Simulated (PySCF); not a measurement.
Si(H)2(OH)(NH2) (H₅NOSi), SMILES N[SiH2]O.

Geometry optimised at r2SCAN-D4/def2-TZVP. A frequency run showed that this geometry is not a minimum. The values are those of a single conformer.

All values below come from TDDFT-B3LYP/def2-SVPD in PySCF.

Vertical excitations. The molecule is in vacuum.

Question: Give excitation energies, oscillator strengths and character. (The exact figures need the calculation; the answer reports its results.)

Answer: 
```
state  energy (eV)  λ (nm)      f                            main pairs
-----  -----------  ------  -----  ------------------------------------
S1            6.68     186  0.046      HOMO→LUMO 50 %, HOMO→LUMO+1 49 %
S2            7.13     174  0.062      HOMO→LUMO+1 50 %, HOMO→LUMO 49 %
S3            7.23     172  0.001                      HOMO−1→LUMO 90 %
S4            7.55     164  0.013                    HOMO−1→LUMO+1 90 %
S5            8.04     154  0.002                      HOMO→LUMO+2 99 %
S6            8.23     151  0.014                      HOMO→LUMO+3 96 %
S7            8.33     149  0.002                      HOMO→LUMO+4 96 %
S8            8.49     146  0.037                      HOMO−2→LUMO 84 %
S9            8.52     146  0.027                    HOMO−1→LUMO+2 96 %
S10           8.85     140  0.014                      HOMO→LUMO+5 76 %
T1            6.32     196      0      HOMO→LUMO+1 52 %, HOMO→LUMO 45 %
T2            6.75     184      0      HOMO→LUMO 50 %, HOMO→LUMO+1 44 %
T3            6.95     178      0  HOMO−1→LUMO 76 %, HOMO−1→LUMO+1 19 %
T4            7.30     170      0  HOMO−1→LUMO+1 74 %, HOMO−1→LUMO 18 %
```
Triplets are in the Tamm–Dancoff approximation, which puts them higher than full response would, so one can lie above its singlet here.
